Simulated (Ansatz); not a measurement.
Frontier orbitals of `[F][Ge]([Br])([Br])[Br]`.

Z-matrix (Å, degrees):
```
Ge
F 1 1.717
Br 1 2.266 2 107.2
Br 1 2.266 2 107.2 3 -120.0
Br 1 2.266 2 107.2 3 120.0
```

Total charge 0; spin multiplicity 1. Correlated methods include outer-core shells of Br, Ge, which these sets cover unevenly. Scalar relativity is left out up to krypton. The geometry is a stationary point of PBE0-D4/def2-TZVP. Basis def2-TZVPP, Ansatz.

Orbital energies of one run (eV). Highest occupied ones, from the top: -11.70, -11.91, -11.91, -12.33, -12.33, -12.59, -13.81, -13.81, -15.86, -15.86, -15.95, -19.16, -25.70, -25.70. Empty: -0.41, 2.19, 2.49, 2.49, 5.86, 6.24.

Q: Which functional gave them?
A. LC-ωPBE
B. HSE06 (plane-wave form)
C. r2SCANh
D. PBE0

A: A. HOMO energies: LC-ωPBE -11.70, r2SCANh -8.48, PBE0 -8.96, HSE06 -8.56 eV.

LC-ωPBE has ω = 0.4 bohr⁻¹.
